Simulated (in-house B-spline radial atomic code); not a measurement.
Inner levels of lead as electrons are removed. A shift is the extra binding of the orbital against the neutral atom ([Xe] 4f14 5d10 6s2 6p1/2(2)). The density at the nucleus is averaged over the nuclear charge. Computed with a radial B-spline atomic code at the basis-set limit: Dirac-Hartree-Fock, jj configuration that fills j = l - 1/2 first, finite nuclei.

A number in brackets counts the electrons of a j subshell.

| ion | configuration | shift of 4s1/2 (eV) | shift of 3p1/2 (eV) | shift of 3s1/2 (eV) | radius of 4s1/2 (bohr) | radius of 3p1/2 (bohr) | radius of 3s1/2 (bohr) | Σ<r²> (bohr²) | change of density at nucleus (bohr⁻³) |
| --- | --- | --- | --- | --- | --- | --- | --- | --- | --- |
| Pb | [Xe] 4f14 5d10 6s2 6p1/2(2) | 0 | 0 | 0 | 0.38398 | 0.1644 | 0.17369 | 71.433 | - |
| Pb+ | [Xe] 4f14 5d10 6s2 6p1/2(1) | 8.17 | 8.1474 | 8.1684 | 0.38398 | 0.1644 | 0.17369 | 56.386 | 30.3 |
| Pb2+ | [Xe] 4f14 5d10 6s2 | 17.736 | 17.687 | 17.74 | 0.38397 | 0.16441 | 0.17369 | 46.046 | 62.07 |
| Pb3+ | [Xe] 4f14 5d10 6s1 | 29.44 | 29.457 | 29.476 | 0.38399 | 0.16441 | 0.17369 | 39.439 | -174.13 |
| Pb4+ | [Xe] 4f14 5d10 | 41.959 | 42.068 | 42.043 | 0.38401 | 0.16441 | 0.17369 | 33.767 | -465.01 |
| Pb5+ | [Xe] 4f14 5d3/2(4) 5d5/2(5) | ? | ? | ? | ? | ? | ? | ? | ? |
| Pb6+ | [Xe] 4f14 5d3/2(4) 5d5/2(4) | 80.33 | 80.832 | 80.756 | 0.38396 | 0.1644 | 0.17368 | 28.359 | -367.1 |
| Pb7+ | [Xe] 4f14 5d3/2(4) 5d5/2(3) | 100.99 | 101.78 | 101.67 | 0.38392 | 0.1644 | 0.17368 | 26.059 | -306.74 |
| Pb8+ | [Xe] 4f14 5d3/2(4) 5d5/2(2) | 122.55 | 123.69 | 123.54 | 0.38388 | 0.16439 | 0.17367 | 23.96 | -239.07 |
| Pb9+ | [Xe] 4f14 5d3/2(4) 5d5/2(1) | 144.96 | 146.53 | 146.33 | 0.38382 | 0.16439 | 0.17367 | 22.028 | -164.3 |
| Pb10+ | [Xe] 4f14 5d3/2(4) | 168.18 | 170.25 | 170 | 0.38375 | 0.16438 | 0.17366 | 20.238 | -82.66 |
| Pb11+ | [Xe] 4f14 5d3/2(3) | 192.57 | 195.18 | 194.92 | 0.38367 | 0.16437 | 0.17365 | 18.619 | 12.19 |
| Pb12+ | [Xe] 4f14 5d3/2(2) | 217.72 | 220.94 | 220.67 | 0.38358 | 0.16436 | 0.17364 | 17.101 | 113.47 |
| Pb13+ | [Xe] 4f14 5d3/2(1) | 243.59 | 247.51 | 247.23 | 0.38348 | 0.16434 | 0.17363 | 15.675 | 221.47 |
| Pb14+ | [Xe] 4f14 | 270.16 | 274.86 | 274.56 | 0.38336 | 0.16433 | 0.17362 | 14.329 | 336.08 |
| Pb15+ | [Kr] 4d10 4f14 5s2 5p1/2(2) 5p3/2(3) | 299.21 | 305.04 | 304.59 | 0.38326 | 0.16431 | 0.17361 | 13.242 | 492.31 |
| Pb16+ | [Kr] 4d10 4f14 5s2 5p1/2(2) 5p3/2(2) | ? | ? | ? | ? | ? | ? | ? | ? |
| Pb17+ | [Kr] 4d10 4f14 5s2 5p1/2(2) 5p3/2(1) | 358.94 | 367.3 | 366.51 | 0.38304 | 0.16428 | 0.17359 | 11.196 | 821.34 |
| Pb18+ | [Kr] 4d10 4f14 5s2 5p1/2(2) | 389.59 | 399.36 | 398.39 | 0.38292 | 0.16427 | 0.17358 | 10.23 | 994.16 |
| Pb19+ | [Kr] 4d10 4f14 5s2 5p1/2(1) | 422.33 | 433.11 | 432.47 | 0.38269 | 0.16427 | 0.17356 | 9.3903 | 979.74 |
| Pb20+ | [Kr] 4d10 4f14 5s2 | ? | ? | ? | ? | ? | ? | ? | ? |
| Pb21+ | [Kr] 4d10 4f5/2(6) 4f7/2(7) 5s2 | 504.04 | 521.39 | 520.81 | 0.38121 | 0.16427 | 0.17352 | 8.1825 | 1296.97 |

Q: Fill in the row of Pb5+.

A: shift of 4s1/2 (eV): 60.628; shift of 3p1/2 (eV): 60.904; shift of 3s1/2 (eV): 60.857; radius of 4s1/2 (bohr): 0.38399; radius of 3p1/2 (bohr): 0.1644; radius of 3s1/2 (bohr): 0.17369; Σ<r²> (bohr²): 30.907; change of density at nucleus (bohr⁻³): -419.88.

Q: Fill in the row of Pb16+.

A: shift of 4s1/2 (eV): 328.81; shift of 3p1/2 (eV): 335.86; shift of 3s1/2 (eV): 335.24; radius of 4s1/2 (bohr): 0.38316; radius of 3p1/2 (bohr): 0.1643; radius of 3s1/2 (bohr): 0.1736; Σ<r²> (bohr²): 12.199; change of density at nucleus (bohr⁻³): 653.99.

Q: Fill in the row of Pb20+.

A: shift of 4s1/2 (eV): 455.6; shift of 3p1/2 (eV): 467.49; shift of 3s1/2 (eV): 467.19; radius of 4s1/2 (bohr): 0.38245; radius of 3p1/2 (bohr): 0.16428; radius of 3s1/2 (bohr): 0.17354; Σ<r²> (bohr²): 8.5807; change of density at nucleus (bohr⁻³): 960.73.
